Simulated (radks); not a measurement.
Problem. The mean radii <r> (bohr) of the occupied orbitals of an atom or ion are listed with their occupations. Calculated with a radial shooting solver on a logarithmic mesh with Libxc functionals: scalar-relativistic Kohn-Sham, BLYP, spin-polarised, spherical densities, point nucleus.

orbital  occ.      <r>
1s up       1  0.04700
1s down     1  0.04700
2s up       1   0.2100
2s down     1   0.2100
2p up       3   0.1837
2p down     3   0.1837
3s up       1   0.6243
3s down     1   0.6239
3p up       3   0.6468
3p down     3   0.6461
3d up       5   0.7277
3d down     5   0.7233
4s up       1    1.842

Name the element and its charge. Open shells, if any, are filled with parallel spins first.

Solution. Z = 32, germanium, charge +3: Ge3+ in [Ar] 3d10 4s1. The 1s radius gives Z: for a bare nucleus <r> = (2 gamma + 1)/(2Z) with gamma = sqrt(1 - (Z/c)^2), 0.04601 bohr for Z = 32, and screening makes it slightly larger (0.04700 here). The occupations add up to 29, and the charge is Z minus that.
